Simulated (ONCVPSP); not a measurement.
Transferability test, ONCV potential for Ar

Ar (Z = 18), optimised norm-conserving Vanderbilt (ONCV), made with ONCVPSP 4.0.1 (PBE, fully relativistic). Core [He], reference 2s2 2p6 3s2 3p5.75 (charge +0.25). Waves: 2s+3s: rc 0.75 bohr, ncon 4, nbas 8, qcut 17.2 1/bohr, 2 projectors; 2p+3p: rc 0.60 bohr, ncon 4, nbas 7, qcut 28.2 1/bohr, 2 projectors. Local part: polynomial inside 0.55 bohr (lpopt 2, dvloc0 -1 Ha). Core correction: Teter function, fcfact 4.75, rcfact 1.2.

Open shells are filled in proportion to 2j + 1.

Energies are relative to the spin-unpolarised reference configuration 2s2 2p6 3s2 3p5.75; without spin polarisation the order of configurations can differ from experiment.

Task: Give the all-electron excitation energy and the error of the potential for: 2s2 2p6 3s2 3p6; 2s2 2p6 3s2 3p5; 2s2 2p6 3s2 3p4; 2s2 2p6 3s2 3p5.5.

Result:

| valence configuration | charge | ΔE all-electron (eV) | error AE − PS (meV) |
| --- | --- | --- | --- |
| 2s2 2p6 3s2 3p6 | 0 | -2.916 | -0.7 |
| 2s2 2p6 3s2 3p5 | +1 | 13.142 | +2.7 |
| 2s2 2p6 3s2 3p4 | +2 | 41.802 | +8.6 |
| 2s2 2p6 3s2 3p5.5 | +0.5 | 3.631 | +0.8 |
